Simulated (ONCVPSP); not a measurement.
**osmium, ONCV: configuration errors across variants**

```json
{"Element": "osmium (Os)", "Generator": "ONCVPSP 4.0.1", "Type": "optimised norm-conserving Vanderbilt (ONCV)", "Functional": "PBE", "Relativity": "scalar-relativistic", "Frozen core": "[Kr] 4d10 4f14", "Valence charge": "16", "Reference configuration": "5s2 5p6 5d6 6s2", "Partial waves": "5s+6s: rc 1.55 bohr, ncon 4, nbas 7, qcut 8.7 1/bohr, 3 projectors, debl 2.9 Ha; 5p: rc 2.00 bohr, ncon 5, nbas 8, qcut 6.7 1/bohr, 2 projectors, debl 3.8 Ha; 5d: rc 2.40 bohr, ncon 3, nbas 8, qcut 6.7 1/bohr, 1 projector", "Local potential": "polynomial inside 1.45 bohr (lpopt 1, dvloc0 0 Ha)", "Core correction": "Teter function, fcfact 6, rcfact 1.55"}
```

All-electron excitation energies from the reference (eV): (1) 5s2 5p6 5d6 6s1 9.577; (2) 5s2 5p6 5d6 6s0 26.492; (3) 5s2 5p6 5d5 6s0 55.339; (4) 5s2 5p6 5d6 6s1 6p1 5.058.

Errors AE − PS in meV (a dash: test not solved or not reliable):

```csv
change,(1),(2),(3),(4),bound ghosts,GHOST(+) flags above zero
base,-5.1,-20,-39,-7.9,none,s
"local potential polynomial inside 1.45 bohr (lpopt 1, dvloc0 -2 Ha)",-5.0,-20,-36,-1.7,none,s
"local potential polynomial inside 1.45 bohr (lpopt 1, dvloc0 -0.5 Ha)",-5.0,-20,-38,-3.5,none,s
"local potential polynomial inside 1.45 bohr (lpopt 1, dvloc0 1.5 Ha)",-5.0,-20,-35,+1.0,none,s
"local potential polynomial inside 1.45 bohr (lpopt 1, dvloc0 2.5 Ha)",-5.0,-20,-36,+0.2,none,s
"local potential polynomial inside 1.45 bohr (lpopt 1, dvloc0 5 Ha)",-4.9,-20,-37,-0.3,none,s
"local potential polynomial inside 1.45 bohr (lpopt 1, dvloc0 7.5 Ha)",-5.2,-20,-38,-0.8,none,s
"local potential polynomial inside 1.45 bohr (lpopt 1, dvloc0 9.5 Ha)",-5.1,-20,-38,-0.8,none,s
```

(1) Give the same row for: local potential polynomial inside 1.45 bohr (lpopt 1, dvloc0 6 Ha).

Answers

(1) -3.9, -17, -34, +0.4; bound ghosts: none; GHOST(+) flags above zero: s.
